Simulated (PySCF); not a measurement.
Order these species by their calculated properties.

Each SMILES stands for a single optimised conformer of the isolated species, non-relativistic unless stated. Electronic properties by PySCF.

Dipoles, sizes and rotational constants follow the conformer. The torsions of the flexible species, by atom-mapped SMILES:
- `[CH3:1][C:2]#[C:3]/[CH:4]=[N:5]\[SiH2:6][C:7]#[N:8]`: C4–N5–Si6–C7 4°
- `[CH2:1]=[CH:2][CH2:3][C:4]1=[CH:5][C:6]([F:7])([F:8])[CH2:9]1`: C1–C2–C3–C4 119°, C2–C3–C4–C5 106°
- `[CH3:1][O:2][CH2:3][Si@:4]1([OH:5])[CH:6]=[CH:7][O:8]1`: C1–O2–C3–Si4 -67°, O2–C3–Si4–O5 76°, H–O5–Si4–C3 157°

The conformers of `C=C[SiH2]O[Si@H](N)O` aren't listed.

Task: Rank by dipole moment, lowest first (B3LYP/def2-SVPD at GFN2-xTB geometries).
A. `COC[Si@@]1(C=CO1)O`
B. `N#CC1=CN([SiH3])C=C1`
C. `CC#C/C=N\[SiH2]C#N`
D. `C=CCC1=CC(F)(F)C1`

Result: A (1.34 D), C (1.85 D), D (3.31 D), B (6.52 D).

Task: Rank by lowest triplet excitation (Tamm–Dancoff), highest first (TDA B3LYP/def2-SVPD at GFN2-xTB geometries).
A. `COC[Si@]1(O)C=CO1`
B. `N#Cc1ccn([SiH3])c1`
C. `CC#C/C=N\[SiH2]C#N`
D. `C#CC1=CN=CN1[SiH3]`
E. `C=CCC1=CC(F)(F)C1`

Result: E (4.34 eV), B (4.01 eV), A (3.84 eV), D (3.55 eV), C (3.34 eV).

Task: Give the two extremes of that set in kJ/mol.

Result: `CC#C/C=N\[SiH2]C#N`: 322 kJ/mol; `C=CCC1=CC(F)(F)C1`: 418 kJ/mol.

Task: Rank by HOMO–LUMO gap, highest first (B3LYP/def2-SVPD at GFN2-xTB geometries).
A. `C(CC1=CC(C1)(F)F)=C`
B. `C=C[SiH2]O[Si@H](N)O`
C. `CC#C/C=N\[SiH2]C#N`
D. `C#Cc1cncn1[SiH3]`

Result: B (7.01 eV), A (6.70 eV), D (5.49 eV), C (5.33 eV).

Task: Rank by HOMO energy, lowest first (B3LYP/def2-SVPD at GFN2-xTB geometries).
A. `c1cc(cn1[SiH3])C#N`
B. `C=CCC1=CC(F)(F)C1`
C. `C#Cc1cncn1[SiH3]`
D. `COC[Si@]1(O)C=CO1`
E. `CC#C/C=N\[SiH2]C#N`

Result: B (-7.62 eV), E (-7.47 eV), A (-6.80 eV), D (-6.58 eV), C (-6.39 eV).

Task: Give the two extremes of that set in hartree.

Result: `C=CCC1=CC(F)(F)C1`: -0.280 Eh; `C#Cc1cncn1[SiH3]`: -0.235 Eh.

Task: Rank by lowest singlet excitation, lowest first (TDDFT B3LYP/def2-SVPD at GFN2-xTB geometries).
A. `C#Cc1cncn1[SiH3]`
B. `[SiH3]n1ccc(c1)C#N`
C. `C=CCC1=CC(F)(F)C1`
D. `CC#C/C=N\[SiH2]C#N`

Result: D (3.85 eV), A (5.12 eV), B (5.37 eV), C (6.14 eV).

Task: Rank by static isotropic polarisability, lowest first (B3LYP/def2-SVPD at GFN2-xTB geometries).
A. `O[Si@]1(C=CO1)COC`
B. `C=C[SiH2]O[Si@H](N)O`
C. `C(C=C)C1=CC(C1)(F)F`
D. `C#Cc1cncn1[SiH3]`
E. `N#CC1=CN([SiH3])C=C1`

Result: A (80.8 au), C (83.3 au), B (88.1 au), E (95.0 au), D (96.6 au).

Task: Give the two extremes of that set as polarisability volumes in Å³.

Result: `COC[Si@]1(O)C=CO1`: 11.97 Å³; `C#Cc1cncn1[SiH3]`: 14.32 Å³.
